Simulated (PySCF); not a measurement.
C₂H₇OSi, SMILES C[Si](C)O (connectivity only; charge and spin as stated), charge +1, multiplicity 1.

Coordinates come from a B3LYP-D3(BJ)/def2-SVP optimisation. The spin state was assumed, not searched. The isomer is the one that the SMILES or the coordinates give; other isomers of the formula were not compared. Other conformers were not sampled.

Two levels are set side by side: PBE/def2-TZVP (PySCF) and PBE0/def2-TZVP (PySCF). Same geometry, gas phase. Differences are taken from unrounded values.

| quantity | PBE0 |
|---|---|
| orbital gap (eV) | 7.91 |
| highest occupied level (eV) | -14.87 |
| lowest empty level (eV) | -6.96 |
| mean polarisability (bohr³) | 46.2 |

Task: What does PBE give, and how far is it from PBE0? (Estimate from the structure and the level; the computed values follow.)

Result: 
| quantity | PBE | PBE minus PBE0 |
|---|---|---|
| orbital gap (eV) | 5.61 | -2.30 |
| highest occupied level (eV) | -13.47 | 1.40 |
| lowest empty level (eV) | -7.87 | -0.90 |
| mean polarisability (bohr³) | 48.1 | 1.8 |

PBE's occupied levels lie high since its potential decays too fast outside the molecule; exact exchange lowers them and widens the gap. Loosely held outer electrons make PBE densities more polarisable. Differences between two approximate levels are no errors against the true value.

Rough cost on one machine, each run with all the roots and properties that it gave: PBE0 against PBE within a factor of 2.
